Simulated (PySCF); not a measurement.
Compound: C₇H₆F₃P.
Cartesian coordinates in Å at the GFN2-xTB level; atoms count from 1:
```xyz
17
C7H6F3P angstrom
C     -2.7478    0.8493   -0.0271
C     -1.3614    0.2735   -0.0139
C     -1.2047   -1.0993   -0.0691
C      0.0171   -1.7544   -0.0705
C      1.2227   -1.0790   -0.0167
C      1.2975    0.3021    0.0413
C      2.6587    0.9179    0.0944
F      3.4219    0.5909   -0.9660
F      3.3615    0.5402    1.1800
F      2.6082    2.2595    0.1254
P     -0.0412    1.4164    0.0623
H     -3.3548    0.4087    0.7628
H     -3.2369    0.6362   -0.9777
H     -2.7218    1.9282    0.1126
H     -2.1026   -1.7038   -0.1124
H      0.0298   -2.8331   -0.1144
H      2.1467   -1.6415   -0.0209
```

Hirshfeld charges (e) from the PBE0/pcSseg-1 density (PySCF), one withheld:

```json
{"atom": "C1", "bonded to": "C2 H12 H13 H14", "charge": "-0.1194"}
{"atom": "C2", "bonded to": "C1 C3 P11", "charge": "-0.0372"}
{"atom": "C3", "bonded to": "C2 C4 H15", "charge": "-0.0374"}
{"atom": "C4", "bonded to": "C3 C5 H16", "charge": "-0.0338"}
{"atom": "C5", "bonded to": "C4 C6 H17", "charge": "-0.0420"}
{"atom": "C6", "bonded to": "C5 C7 P11", "charge": "?"}
{"atom": "C7", "bonded to": "C6 F8 F9 F10", "charge": "+0.2481"}
{"atom": "F8", "bonded to": "C7", "charge": "-0.1015"}
{"atom": "F9", "bonded to": "C7", "charge": "-0.1024"}
{"atom": "F10", "bonded to": "C7", "charge": "-0.0880"}
{"atom": "P11", "bonded to": "C6 C2", "charge": "+0.1012"}
{"atom": "H12", "bonded to": "C1", "charge": "+0.0502"}
{"atom": "H13", "bonded to": "C1", "charge": "+0.0504"}
{"atom": "H14", "bonded to": "C1", "charge": "+0.0439"}
{"atom": "H15", "bonded to": "C3", "charge": "+0.0543"}
{"atom": "H16", "bonded to": "C4", "charge": "+0.0587"}
{"atom": "H17", "bonded to": "C5", "charge": "+0.0536"}
```

Q: What is the charge on C6?

A: The charges add up to the total charge, 0. The others sum to +0.0987, which leaves -0.0987 e for C6 (substituted aromatic carbon); the computed value is -0.0985, the difference coming from rounding and the integration grid.

Q: Add each hydrogen's charge to the atom that carries it.

A: C1 +0.0251, C3 +0.0169, C4 +0.0249, C5 +0.0116. Atoms without hydrogen keep their charges.

Q: Across which bond do the charges differ most?

A: C7–F9: +0.2481 on C7 against -0.1024 on F9, a difference of 0.3505 e (C7–F8 within 0.003 e of it). The lower charge is on the more electronegative element of the two (Pauling values: F 3.98, C 2.55).

Q: Take the bonds between elements whose Pauling electronegativities differ by more than 0.25. In how many does the more electronegative atom carry the lower charge?

A: In 11 of 11.

Q: How much positive and how much negative charge does this set hold in all?

A: +0.6604 e on 8 atoms and -0.6602 e on 9.

The Hirshfeld scheme weights the molecular density at each point by an atom's share of the summed free-atom densities. Geometry: GFN2-xTB; no solvent, vibrations or thermal averaging.
